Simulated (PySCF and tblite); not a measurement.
Results of a calculation; reference values are marked as such.
System: C₅H₅OP, numbered as in [CH2:1]=[CH:2][c:3]1[cH:4][p:5][cH:6][o:7]1.

Motion: rotation about the C3–C2 bond (torsion C4–C3–C2–C1 from 180° to 360°, rising). GFN2-xTB gives an electronic barrier of 5.6 kcal/mol and a reaction energy of 0.2 kcal/mol.

(1) What does PBE0/pcSseg-1 + D3(BJ), IEF-PCM benzene give on GFN2-xTB geometries?

Programs: tblite and PySCF.

Answers

(1) A barrier of 6.5 kcal/mol, 0.9 above the tight-binding barrier (from unrounded values), a reaction energy of 1.2 kcal/mol and, with GFN2-xTB thermal terms, ΔG‡(298 K) = 6.6 kcal/mol and k = 1.9×10⁸ s⁻¹ (2 equivalent paths).
